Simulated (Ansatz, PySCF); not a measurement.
Reaction (SMILES): C[C]O → C[C]O as doublet, charge +1 + e-
Geometries: B3LYP-D3(BJ)/def2-TZVP minima from Ansatz (a program for electronic structure), one conformer each, not searched for the lowest. Unstable Hartree-Fock reference: C[C]O.

Quantity: adiabatic ionisation energy (0 K, with B3LYP-D3(BJ) harmonic zero-point energies from PySCF), in eV. Valence correlation only, unless marked. Open shells are spin-unrestricted. Spin-orbit coupling is left out. No relativistic terms. CBS(X,Y): correlation extrapolated as X^-3; Hartree-Fock from the larger set. [CCSD(T)-MP2]/basis is that difference in the basis named.

```tsv
level	program	adiabatic ionisation energy (eV)
HF/STO-3G	Ansatz	5.24
M06-L/def2-TZVPD	PySCF	7.82
B3LYP-D3(BJ)/def2-TZVPD	Ansatz + dftd3	8.08
PBE0/STO-3G	Ansatz	6.12
```

Task: What does RI-MP2/CBS(cc-pVTZ,cc-pVQZ)+[CCSD(T)-MP2]/cc-pVTZ (Ansatz) give?

Result: 8.24 eV, so PBE0/STO-3G differs from it by -2.12 eV.
